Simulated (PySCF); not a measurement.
Computed shifts of a molecule C4H12Ge, PBE/pcSseg-1 run with PySCF, GIAO, gas phase, atoms alike by connectivity averaged where their shifts nearly agree, in ppm (number of nuclei): ¹³C: 33.2 (3), 31.1 (1). ¹H: 4.23 (3), 1.47 (9). References: ⁷³Ge against GeH4 (σ = 1614.4 ppm); ¹³C against TMS (σ = 182.0 ppm); ¹H against TMS (σ = 31.49 ppm), references at their B3LYP-D3(BJ)/def2-TZVP geometries, non-relativistic. The structure is a stationary point at B3LYP-D3(BJ)/def2-SVP. Other conformers were not sampled.

Which structure fits?
A) C[C](C)(C)[GeH3]
B) CC[C@H](C)[GeH3]
C) C[CH2][GeH]([CH3])[CH3]
D) [CH3][Ge]([CH3])([CH3])[CH3]

A, C[C](C)(C)[GeH3]
